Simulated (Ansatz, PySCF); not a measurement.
This PySCF input computes a B3LYP/def2-TZVPD energy:

```python
from pyscf import gto, scf, dft

mol = gto.M(
    atom='''
    I    -0.00000000   -0.00000000   -1.66521062
    I     0.00000000    0.00000000    1.66521062
    ''',
    basis='def2-tzvpd',
    ecp='def2-tzvp',
    charge=-1,
    spin=1,
    symmetry='D2h',
    verbose=4,
)

mf = dft.UKS(mol, xc='b3lyp').density_fit(auxbasis='def2-universal-jkfit')
mf.grids.level = 3
mf.conv_tol = 1e-9
mf.max_cycle = 100
mf.max_memory = 1500
mf.kernel()
if not mf.converged:
    mf = mf.newton()
    mf.kernel(mf.make_rdm1())
mf.analyze()
```

Write an input for the same energy in Ansatz (an electronic-structure program) and say what it gives.


Ansatz 0.2 input:
```yaml
crystal:
  periodic: [false, false, false]
  atoms:
    - {symbol: I, position_ang: [-0.00000000, -0.00000000, -1.66521062]}
    - {symbol: I, position_ang: [0.00000000, 0.00000000, 1.66521062]}
basis:
  gaussian:
    orbitals: def2-TZVPD
hamiltonian:
  xc: {name: B3LYP}
total_charge: -1
magnetization: {spin_polarized: true, initial_magnetization: 1}
output: {forces: true}
```
It gives -595.72736 Eh, and PySCF -595.72752 Eh, a difference of 0.16 mEh, from the treatment of integrals and grids.
